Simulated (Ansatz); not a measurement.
Reaction (cleavage of the Si–Si bond): `N[SiH](O)[SiH3]` + `N[SiH](N)F` → `N[Si@H](O)N[Si@@H](N)F` + SiH₄

Isolated molecules relaxed with PBE0-D4/def2-TZVP in Ansatz; ΔE leaves out vibrations. CBS: MP2 limit from def2 TZ/QZ plus the TZ coupled-cluster correction, frozen cores. This one scheme is used for every species. Functionals use def2-TZVPP. Each species was taken in one conformer, which may not be the lowest.

CCSD(T)/CBS gives -97.7 kJ/mol.

Another level gave -93.7 kJ/mol. Which?
A. PBE/def2-TZVPP
B. HF/def2-TZVPP
C. SCS-MP2/def2-TZVPP
D. r2SCAN/def2-TZVPP

D. r2SCAN -93.7, PBE -76.1, SCS-MP2/def2-TZVPP -105.7, HF/def2-TZVPP -99.5 kJ/mol.

Largest T1 diagnostic among the species: 0.012.

From PBE to PBE0 (25 % exact exchange), in def2-TZVPP and without D4, ΔE moves by −6.1 kJ/mol. The D4 term adds −9.3 kJ/mol with B3LYP and −5.3 kJ/mol with PBE0; it sums over pairs of atoms, weighted by their polarisabilities, and B3LYP, whose exchange is more repulsive, gets the larger term.

B3LYP here is the variant with VWN-RPA as its local correlation; programs differ in this.

CCSD(T)/CBS has its own doubt, a few kJ/mol and more with outer-core shells, so smaller differences from it don't rank the levels.
